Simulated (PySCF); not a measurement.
Question: What does the PBE0-D3(BJ)/def2-SVP structure of InChI=1S/C8H12Si/c1-5-9(6-2,7-3)8-4/h5-8H,1-4H2 look like in three dimensions?

Answer: 
```
atom  x, y, z in Å
Si1    0.0214    0.0593   -0.0372
C2    -0.0139    0.0093    1.8420
C3     0.8173   -0.7168    2.5994
H4    -0.8027    0.5811    2.3493
H5     1.6276   -1.3129    2.1636
H6     0.7304   -0.7522    3.6916
C7     1.7911    0.1321   -0.6605
C8     2.8590    0.4915    0.0613
H9     1.9489   -0.1186   -1.7192
H10    2.7761    0.7538    1.1219
H11    3.8642    0.5418   -0.3731
C12   -0.9059    1.5784   -0.6411
C13   -2.2375    1.6645   -0.7451
H14   -0.3148    2.4719   -0.8843
H15   -2.8909    0.8140   -0.5184
H16   -2.7396    2.5864   -1.0607
C17   -0.7775   -1.5067   -0.6998
C18   -1.5726   -1.5857   -1.7729
H19   -0.5346   -2.4393   -0.1712
H20   -1.8556   -0.6957   -2.3462
H21   -1.9771   -2.5403   -2.1290
```

Any rigid rotation of these coordinates is as good. Atoms count from 1 in this order. All 4 C–Si bonds measure 1.878 to 1.880 Å. Of the pairs four or more bonds apart, C3···H10 is among the closest relative to their van der Waals radii: 2.86 Å, 99 % of the sum of Bondi's values. All 4 C–C bonds measure 1.338 to 1.339 Å. Si1 (silicon bonded to 4 C) is tetrahedral (angles from 108.4° to 110.5°).

Bonds between heavy atoms (Å): Si1–C2 1.880, Si1–C7 1.878, Si1–C12 1.880, Si1–C17 1.879, C2–C3 1.339, C7–C8 1.338, C12–C13 1.338, C17–C18 1.338.

The calculation used PySCF 2.14.0, PBE0-D3(BJ)/def2-SVP geometry optimisation, gas phase.

Point group: C1 (no symmetry element, even within 0.4 Å). PBE0-D3(BJ)/def2-SVP frequencies: not computed here. One conformer, not necessarily the lowest (C7–Si1–C2–C3 -42°, C2–Si1–C7–C8 -18°, C2–Si1–C12–C13 -80°, C2–Si1–C17–C18 141°, Si1–C2–C3–H 3° and -177°).
